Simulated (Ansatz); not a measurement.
Isolated molecules relaxed with PBE0-D4/def2-TZVP in Ansatz; ΔE leaves out vibrations. CCSD(T)/CBS adds triple-zeta CCSD(T) − MP2 to the extrapolated MP2 energy (def2 sets, frozen cores). Functionals use def2-TZVPP. For Mg outer-core shells are correlated without core-valence functions, which leaves a few kJ/mol of doubt a bond. Each species was taken in one conformer, which may not be the lowest.

Reaction (redistribution): `[NH2][Al]([NH2])[NH2]` + `[CH3][Mg][N](C)C` → `[CH3][Al]([NH2])[NH2]` + `C[N](C)[Mg][NH2]`

| level | ΔE (eV) |
| --- | --- |
| RPA@PBE/def2-TZVPP | 0.10 |
| HF/def2-QZVPP | 0.13 |

**Question.** What does CCSD(T)/CBS give? (Estimate.)

**Answer.** The calculation gave: +0.12 eV. The listed levels differ from it by -0.02, 0.01 eV.

Largest T1 diagnostic among the species: 0.010.

Leaving LDA and LC-ωPBE aside and taking each functional with its dispersion term where it has one, the values, not all of them listed here, spread over 0.04 eV, from PBE-D4 to BHLYP-D4. From BLYP to BHLYP (50 % exact exchange), in def2-TZVPP and without D4, ΔE moves by +0.03 eV. At CCSD(T), def2-SVP lies −0.13 eV from the extrapolated value and def2-TZVPP −0.02 eV.
